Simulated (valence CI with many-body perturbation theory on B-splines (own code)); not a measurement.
Results of a calculation; reference values are marked as such.
## Hyperfine factors and g values of Kr29+

Level of theory: valence CI with perturbative core correlation (CI+MBPT): five valence electrons over a frozen Dirac-Fock core [He], a basis of 9 s, 9 p, 8 d, 6 f, 3 g, 1 h functions for each j, with the one-electron correlation potential Σ1, the two-electron term Σ2, the three-electron term Σ3, Breit, model QED; selected CI, second order for the rest (own B-spline code, finite nucleus).

No measured spectrum was set against this ion. As an estimate, large intervals hold to a few tenths of a per cent, small ones and those within an open d or f shell to about a per cent. Among the levels kept, up to 1500 cm⁻¹ of a level comes from second order outside the variational space, and about a tenth of that is noise between levels of different J, which matters for small intervals.

A/g_I is the dipole constant over the nuclear g factor μ/I (μ in nuclear magnetons, uniformly magnetised nucleus), B/Q the quadrupole constant per barn. Both hold the static response of the core; the bare values leave it out. Large factors of s and p1/2 electrons are usually good to 5 to 10 %; those of open d and f shells near neutrality can be off by tens of per cent, and small factors of p3/2, d and f electrons come from cancelling terms and can be off by a factor of two or in sign, in half-filled shells by more. B is blank for J = 1/2, where it vanishes, and for nearly pure S terms. Energies count from the lowest level.

Levels are named by their leading jj configuration (3d3/2^4 stands for four electrons in 3d with j = 3/2), which in mixed levels can hold well under half, so a name can repeat and another be missing. Letters in brackets count levels of one name in rising energy.

| Level | E (eV) | g | A/g_I (MHz) | A/g_I bare | B/Q (MHz/b) | B/Q bare |
| --- | --- | --- | --- | --- | --- | --- |
| (2s^2 2p1/2^2 2p3/2) J=3/2 | 0.0 | 1.549 | 59700 | 64900 | 97100 | 97500 |
| (2s^2 2p1/2 2p3/2^2) J=3/2 | 47.7 | 1.320 | 20600 | 24000 | 70400 | 70600 |
| (2s^2 2p1/2 2p3/2^2) J=5/2 | 60.4 | 1.192 | 155000 | 156000 | -925 | -927 |
| (2s^2 2p1/2 2p3/2^2) J=1/2 | 77.1 | 0.656 | 453000 | 449000 |  |  |
| (2s^2 2p3/2^3) J=3/2 | 123.4 | 1.244 | 85800 | 88300 | -169000 | -169000 |
| (2s 2p1/2^2 2p3/2^2) J=5/2 | 172.5 | 1.546 | 344000 | 344000 | 101000 | 101000 |
| (2s 2p1/2^2 2p3/2^2) J=3/2 | 204.3 | 1.521 | 56200 | 62700 | -107000 | -107000 |
| (2s 2p1/2^2 2p3/2^2) J=1/2 | 205.6 | 2.430 | 1080000 | 1070000 |  |  |
| (2s 2p1/2 2p3/2^3) J=3/2 [a] | 242.6 | 1.135 | 97600 | 98900 | -130000 | -131000 |
| (2s 2p1/2 2p3/2^3) J=5/2 | 257.1 | 1.239 | 426000 | 421000 | -250000 | -251000 |
| (2s 2p1/2 2p3/2^3) J=1/2 | 276.7 | 1.543 | 136000 | 139000 |  |  |
| (2s 2p1/2 2p3/2^3) J=3/2 [b] | 287.3 | 1.190 | 36900 | 43100 | 57800 | 58000 |
| (2s 2p3/2^4) J=1/2 | 339.8 | 1.340 | 1140000 | 1110000 |  |  |
| (2p1/2^2 2p3/2^3) J=3/2 | 426.8 | 1.326 | 73600 | 79300 | -146000 | -147000 |
| (2p1/2 2p3/2^4) J=1/2 | 484.0 | 0.656 | 455000 | 448000 |  |  |
| (2s^2 2p1/2^2 3s) J=1/2 | 1881.8 | 2.108 | 382000 | 377000 |  |  |
| (2s^2 2p1/2^2 3p1/2) J=1/2 | 1920.1 | 0.673 | 124000 | 123000 |  |  |
| (2s^2 2p1/2 2p3/2 3s) J=3/2 [a] | 1929.0 | 1.688 | 108000 | 110000 | 99100 | 99500 |
| (2s^2 2p1/2 2p3/2 3s) J=1/2 | 1933.7 | 1.234 | -137000 | -129000 |  |  |
| (2s^2 2p1/2 2p3/2 3s) J=5/2 | 1939.4 | 1.399 | 212000 | 213000 | 64700 | 65000 |
| (2s^2 2p1/2^2 3p3/2) J=3/2 | 1940.9 | 1.344 | 22900 | 24100 | 34000 | 34100 |
| (2s^2 2p1/2 2p3/2 3s) J=3/2 [b] | 1943.2 | 1.044 | 141000 | 144000 | 48100 | 48200 |
| (2s^2 2p1/2 2p3/2 3p1/2) J=1/2 | 1967.0 | 1.623 | -55900 | -48900 |  |  |
| (2s^2 2p1/2 2p3/2 3p1/2) J=3/2 [a] | 1971.2 | 1.161 | 107000 | 109000 | 6340 | 6370 |
| (2s^2 2p1/2 2p3/2 3p1/2) J=5/2 | 1978.6 | 1.164 | 158000 | 159000 | 58800 | 59000 |
| (2s^2 2p1/2^2 3d3/2) J=3/2 | 1982.4 | 0.761 | 15100 | 14800 | 3240 | 3350 |
| (2s^2 2p1/2 2p3/2 3p3/2) J=5/2 [a] | 1984.7 | 1.429 | 4010 | 6920 | 156000 | 157000 |
| (2s^2 2p1/2 2p3/2 3p3/2) J=1/2 [a] | 1987.1 | 1.862 | -108000 | -102000 |  |  |
| (2s^2 2p1/2 2p3/2 3p3/2) J=3/2 [a] | 1989.6 | 1.315 | 102000 | 104000 | -26400 | -26500 |
| (2s^2 2p1/2^2 3d5/2) J=5/2 | 1991.6 | 1.199 | 4210 | 4350 | -3070 | -2950 |
| (2s^2 2p1/2 2p3/2 3p1/2) J=3/2 [b] | 1993.1 | 1.451 | 134000 | 137000 | 29200 | 29300 |
| (2s^2 2p1/2 2p3/2 3p3/2) J=7/2 | 1995.2 | 1.289 | 105000 | 107000 | 99300 | 99600 |
| (2s^2 2p3/2^2 3s) J=5/2 | 1995.6 | 1.388 | 152000 | 152000 | 85800 | 86000 |
| (2s^2 2p3/2^2 3s) J=3/2 | 1999.3 | 1.113 | 27500 | 31900 | 34300 | 34400 |
| (2s^2 2p1/2 2p3/2 3p3/2) J=3/2 [b] | 2000.1 | 1.285 | 45000 | 47900 | 46000 | 46200 |
| (2s^2 2p1/2 2p3/2 3p3/2) J=5/2 [b] | 2005.5 | 1.182 | 134000 | 135000 | 19100 | 19200 |
| (2s^2 2p1/2 2p3/2 3p3/2) J=1/2 [b] | 2013.3 | 0.736 | 435000 | 432000 |  |  |
| (2s^2 2p3/2^2 3s) J=1/2 | 2021.0 | 1.978 | 390000 | 384000 |  |  |
| (2s 2p1/2^2 2p3/2 3s) J=5/2 | 2026.8 | 1.872 | 373000 | 372000 | 44800 | 45000 |
| (2s^2 2p1/2 2p3/2 3d3/2) J=3/2 [a] | 2030.3 | 0.951 | 28600 | 29600 | -73500 | -73700 |

Question: Take the isotope of mass number 83, with I = 9/2, μ = -0.97073 μN and Q = 0.259 b. What is the hyperfine structure of (2s^2 2p1/2 2p3/2^2) J=5/2?

Answer: From the table A = -33400 MHz, B = -239 MHz. Shifts from the centre of gravity in MHz: F = 2: 459000, F = 3: 359000, F = 4: 225000, F = 5: 58500, F = 6: -142000, F = 7: -376000.
